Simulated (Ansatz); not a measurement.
`F[SiH2][InH2]` + CH₃OH → `C[O][InH2]` + `F[SiH3]` at 298.15 K and 1 bar (cleavage of the In–Si bond).

Calculated with Ansatz (gas phase, PBE0-D4/def2-TZVP geometries, no zero-point term in ΔE). CCSD(T)/CBS is the MP2 limit (def2-TZVPP, def2-QZVPP) plus CCSD(T) − MP2 in def2-TZVPP, frozen cores. This one scheme is used for every species. Elements past krypton have def2 core potentials. For In outer-core shells are correlated without core-valence functions, which leaves a few kJ/mol of doubt a bond.

```
        species  CCSD(T)/CBS energy (Eh)  H − E (kJ/mol)  S (J/(mol·K))
`F[SiH2][InH2]`               -581.11562           100.5          335.9
          CH₃OH               -115.61712           146.3          238.2
   `C[O][InH2]`               -306.01914           156.4          318.5
      `F[SiH3]`               -390.72345            82.7          238.5
```

H − E and S are ideal-gas, rigid-rotor, harmonic terms from PBE0-D4/def2-TZVP. 1 Eh = 2625.50 kJ/mol, R = 8.31446 J/(mol·K).

**Question.** By hand: ΔE, ΔH, ΔS and ΔG.

**Answer.** ΔE = (-306.01914) + (-390.72345) − (-581.11562) − (-115.61712) = -0.00985 Eh = -25.9 kJ/mol. Δ(H − E) = 156.4 + 82.7 − 100.5 − 146.3 = -7.7, so ΔH = -33.6 kJ/mol. ΔS = 318.5 + 238.5 − 335.9 − 238.2 = -17.1 J/(mol·K). ΔG = -33.6 − 298.15 × (-17.1)/1000 = -28.5 kJ/mol.

**Question.** By hand: the equilibrium constant, and the temperature at which ΔG would vanish if ΔH and ΔS stayed fixed.

**Answer.** log₁₀ K = −ΔG/(RT ln 10) = 5.0. ΔG = 0 at ΔH/ΔS = 1965 K, though so small a ΔS makes that figure unsure.

ΔH outweighs TΔS. A doubt of 5 kJ/mol in ΔE shifts log₁₀ K by 0.9 here. These are equilibria of isolated gas molecules and say nothing of rates. Largest T1 diagnostic: 0.017 (customary marks: 0.02 for closed shells, 0.045 for open ones).
